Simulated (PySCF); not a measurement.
C₄HClNO₄ (charge -1).
Bonds: O1–C2 (double), C2–O3, C2–C4, C4–N5 (aromatic), N5–C6 (aromatic), C6–Cl7, C6–C8 (aromatic), C8–O9, C8–O10 (aromatic), C4–O10 (aromatic). Hydrogens: H11 on O9.

NICS is the negative of the GIAO shielding at a point without a nucleus: at the ring centre (0) and 1 Å above and below it (1); zz is the component along the ring normal. Level: GIAO PBE0/pcSseg-1 (PySCF, non-relativistic, gas phase) on the GFN2-xTB geometry, one conformer.

Ring bond lengths (Å), with Mayer bond orders in brackets: C4–N5 1.298 (1.64), N5–C6 1.363 (1.28), C6–C8 1.362 (1.49), C8–O10 1.342 (1.10), O10–C4 1.363 (0.98).

Give the NICS values of each ring in ppm.

| ring | type | NICS(0) | NICS(1), two faces | NICS(1)zz, two faces | rms pucker (Å) | centre to ring atoms, mean (Å) |
| --- | --- | --- | --- | --- | --- | --- |
| C4–N5–C6–C8–O10 | 5-membered ring with N and O; formal bonds all aromatic | -11.2 | -8.8 / -8.9 | -20.2 / -20.3 | 0.00 | 1.14 |

What can be read from them?

- C4–N5–C6–C8–O10: mean NICS(1)zz -20.3 ppm, shielded. The ring is flat and has no four-coordinate atom; by the NICS criterion it is aromatic.

And the bond-length index? HOMA = 1 − mean of α(R − Ropt)² over the ring bonds, with Krygowski's 1993 parameters (CC: Ropt 1.388 Å, α 257.7 Å⁻²; CN: Ropt 1.334 Å, α 93.52 Å⁻²; CO: Ropt 1.265 Å, α 157.38 Å⁻²).

- C4–N5–C6–C8–O10: HOMA 0.44; the largest term is that of O10–C4, α(R − Ropt)² = 1.50.

List the ring angles and the Hirshfeld charges of the ring atoms.

- C4–N5–C6–C8–O10: C4 112.1° (+0.089 e), N5 105.7° (-0.221 e), C6 108.9° (-0.030 e), C8 107.5° (+0.094 e), O10 105.8° (-0.081 e); sum 540.0° against 540° for a flat convex ring.

The values belong to the conformer `[O:1]=[C:2]([O-:3])[c:4]1[n:5][c:6]([Cl:7])[c:8]([OH:9])[o:10]1`: O1–C2–C4–N5 -6°, H–O9–C8–C6 180°.
